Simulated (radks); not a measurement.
The numbers below are computed, except where a source is named.
Spherical quantum dot in the effective-mass picture: electrons in a hard-walled sphere of radius 3.74, all in effective atomic units (hartree* = m*/eps^2 hartree, bohr* = eps/m* bohr), one dielectric constant everywhere. Level of theory: non-relativistic Kohn-Sham, LDA (Slater exchange, Perdew-Wang correlation), spin-polarised, spherical densities (a radial shooting solver with Libxc functionals). Levels are named by radial order and angular momentum (1s, 1p, 1d, 2s, ...), and open shells are averaged over m. Results are scaled to m* = 0.097 and eps = 9.8, for which hartree* = 27.48 meV and bohr* = 5.346 nm.

N = 9, configuration 1s2 1p6 1d(up 1, down 0). This is the lowest configuration that the search found. Occupied and some empty levels:

| level | occupation | eigenvalue (meV) | <r> (nm) |
|---|---|---|---|
| 1s up | 1 | 94.772 | 12.19 |
| 1s down | 1 | 95.300 | 12.15 |
| 1p up | 3 | 101.34 | 13.12 |
| 1p down | 3 | 101.92 | 13.10 |
| 1d up | 1 | 111.61 | 13.79 |
| 1d down | 0 | 112.21 | 13.78 |
| 1f up | 0 | 125.03 | 14.31 |
| 1f down | 0 | 125.64 | 14.31 |
| 2s up | 0 | 126.24 | 9.277 |
| 2s down | 0 | 126.52 | 9.285 |
| 2p up | 0 | 144.35 | 10.59 |
| 2p down | 0 | 144.70 | 10.58 |

Energy (meV): total 520.909, kinetic 188.49, external 0, Hartree 416.17, exchange-correlation -83.748.

Electron density:

| r (nm) | n(r) (e/nm^3) |
|---|---|
| 1.03 | 0.0001022 |
| 2.53 | 0.0001269 |
| 4.02 | 0.0001729 |
| 5.52 | 0.0002397 |
| 7.01 | 0.0003239 |
| 8.51 | 0.0004162 |
| 10.0 | 0.0004988 |
| 11.5 | 0.0005464 |
| 13.0 | 0.0005310 |
| 14.5 | 0.0004380 |
| 16.0 | 0.0002851 |
| 17.5 | 0.0001243 |
| 19.0 | 0.00002022 |
